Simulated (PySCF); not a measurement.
C3H5NOSi, SMILES O[Si@@H]1C=CC=N1. Atoms are numbered in the order given.

```xyz
11

O      2.1344     0.0636     0.3950
Si     0.7048     0.1974    -0.4304
C     -0.6481     1.2559     0.3458
C     -1.7004     0.4255     0.4631
C     -1.4212    -0.9790     0.0090
N     -0.2680    -1.2953    -0.4373
H      2.0932    -0.3158     1.2778
H      1.0727     0.6124    -1.8060
H     -0.6931     2.3101     0.6269
H     -2.6888     0.7011     0.8480
H     -2.2321    -1.7274     0.0726
```

Geometry optimised at PBE0-D3(BJ)/def2-SVP. The structure was generated by enumeration; whether it is a known compound was not checked. The values are those of a single conformer.

The numbers are results of PySCF with B3LYP/pcSseg-1, not measurements.

GIAO shieldings, no solvent; atoms alike by connectivity are averaged. δ = σ(ref) − σ: ¹⁷O against H2O (σ = 333.8 ppm); ²⁹Si against TMS (σ = 338.7 ppm); ¹³C against TMS (σ = 181.3 ppm); ¹⁵N against NH3 (σ = 265.5 ppm); ¹H against TMS (σ = 31.68 ppm), references at their B3LYP-D3(BJ)/def2-TZVP geometries, non-relativistic.

Computed chemical shifts:
| nucleus | atoms | count | δ (ppm) |
|---|---|---|---|
| ¹⁷O | O1 | 1 | 28.8 |
| ²⁹Si | Si2 | 1 | -4.6 |
| ¹³C | C5 | 1 | 184.6 |
| ¹³C | C4 | 1 | 155.0 |
| ¹³C | C3 | 1 | 153.2 |
| ¹⁵N | N6 | 1 | 386.0 |
| ¹H | H11 | 1 | 8.81 |
| ¹H | H10 | 1 | 7.10 |
| ¹H | H9 | 1 | 6.92 |
| ¹H | H8 | 1 | 5.23 |
| ¹H | H7 | 1 | 1.44 |
